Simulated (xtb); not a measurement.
Input for xtb: GFN-FF on AsFH4 (a complex), monomers drawn apart or pushed together.

```
$ xtb mol.xyz --gfnff --sp --chrg 0 --uhf 0
6

F      0.39188062    -0.76984146    -0.41880109
H      0.33146659    -0.43536347     0.45414705
As     0.11779638     0.76455790     3.57750307
H      1.29450374     1.42335385     4.27392938
H     -0.23273611    -0.11639957     4.76270304
H     -0.86277319     1.85837338     3.95921720
```

The log:

```
[...]
           -------------------------------------------------
          |                Calculation Setup                |
           -------------------------------------------------



molecular fragmentation (1/2 indicates fragments):
112222
# atoms in fragment 1/2:     2     4
 fragment masses (1/2) :       20.01       77.95
CMA distance (Bohr)    :   8.076
constraining FC (au)   :  0.0500

          ==================== Thresholds ====================
          CN  :   150.00000
          rep :   500.00000
          disp:  2500.00000
          HB1 :   250.00000
          HB2 :   450.00000

          Pauling EN used:
          Z : 1  EN :  2.20
          Z : 9  EN :  3.98
          Z :33  EN :  2.18
          electric field strengths (au): 0.000

           -------------------------------------------------
          |           Force Field Initialization            |
           -------------------------------------------------

          distances ...
          ----------------------------------------
          generating topology and atomic info file ...
          pair mat ...
          computing topology distances matrix with Floyd-Warshall algo ...
          making topology EEQ charges ...
          #fragments for EEQ constrain: 2
          ----------------------------------------
          generating topology and atomic info file ...
          pair mat ...
          computing topology distances matrix with Floyd-Warshall algo ...
          making topology EEQ charges ...
          rings ...
          # BATM   0
          # H in HB   4

  atom   neighbors  erfCN metchar sp-hybrid imet pi  qest     coordinates
    1  F       1    0.98   0.00         0    0    0  -0.322    0.740547   -1.454790   -0.791419
    2  H       1    0.98   0.00         0    0    0   0.322    0.626381   -0.822718    0.858214
    3  As      3    2.77   0.01         3    0    0   0.037    0.222603    1.444805    6.760501
    4  H       1    0.97   0.00         0    0    0  -0.012    2.446258    2.689749    8.076556
    5  H       1    0.97   0.00         0    0    0  -0.012   -0.439808   -0.219963    9.000204
    6  H       1    0.97   0.00         0    0    0  -0.012   -1.630405    3.511817    7.481836

          #atoms :   6
          #bonds :   4
          #angl  :   3
          #tors  :   0
          #nmol  :   2
          #optfrag :   2
           -------------------------------------------------
          |                   G F N - F F                   |
          |          A general generic force-field          |
          |                  Version 1.0.3                  |
           -------------------------------------------------
          Number of HB bonds (bound hydrogen)     0
          Number of HB bonds (unbound hydrogen)   24
          Number of XB bonds                      30

 E+G (total)                   0 d,  0 h,  0 min,  0.000 sec
 distance/D3 list               ...        0 min,  0.000 sec (  0.974%)
 non bonded repulsion           ...        0 min,  0.000 sec ( 17.456%)
 dCN                            ...        0 min,  0.000 sec (  3.053%)
 EEQ energy and q               ...        0 min,  0.000 sec ( 10.008%)
 D3                             ...        0 min,  0.000 sec ( 14.774%)
 EEQ gradient                   ...        0 min,  0.000 sec (  9.202%)
 bonds                          ...        0 min,  0.000 sec (  8.217%)
 bend and torsion               ...        0 min,  0.000 sec (  5.431%)
 bonded ATM                     ...        0 min,  0.000 sec (  0.383%)
 HB/XB (incl list setup)        ...        0 min,  0.000 sec ( 24.703%)

         :::::::::::::::::::::::::::::::::::::::::::::::::::::
Note: The following floating-point exceptions are signalling: IEEE_UNDERFLOW_FLAG IEEE_DENORMAL
normal termination of xtb
         ::                     SUMMARY                     ::
         :::::::::::::::::::::::::::::::::::::::::::::::::::::
         :: total energy              -0.419629642369 Eh    ::
         :: gradient norm              0.030376822447 Eh/a0 ::
         ::.................................................::
         :: bond energy               -0.417830577098 Eh    ::
         :: angle energy               0.007250662376 Eh    ::
         :: torsion energy             0.000000000000 Eh    ::
         :: repulsion energy           0.026559641615 Eh    ::
         :: electrostat energy        -0.032666730594 Eh    ::
         :: dispersion energy         -0.001062612037 Eh    ::
         :: HB energy                 -0.001874716754 Eh    ::
         :: XB energy                 -0.000005309879 Eh    ::
         :: bonded atm energy          0.000000000000 Eh    ::
         :: external energy            0.000000000000 Eh    ::
         :: add. restraining           0.000000000000 Eh    ::
         :: total charge              -0.000000000000 e     ::
         :::::::::::::::::::::::::::::::::::::::::::::::::::::

           -------------------------------------------------
          |                Property Printout                |
           -------------------------------------------------

molecular dipole:
                 x           y           z       tot (Debye)
 q only:       -0.039       0.218       0.568       1.550

           -------------------------------------------------
          | TOTAL ENERGY               -0.419629642369 Eh   |
          | GRADIENT NORM               0.030376822447 Eh/α |
           -------------------------------------------------
########################################################################
[WARNING] Runtime exception occurred
-1- gfnff_setup: Could not read topology file.
########################################################################

------------------------------------------------------------------------
------------------------------------------------------------------------
 total:
 SCF:
```

The run finished.

Cost: very roughly 0.010 core-seconds.
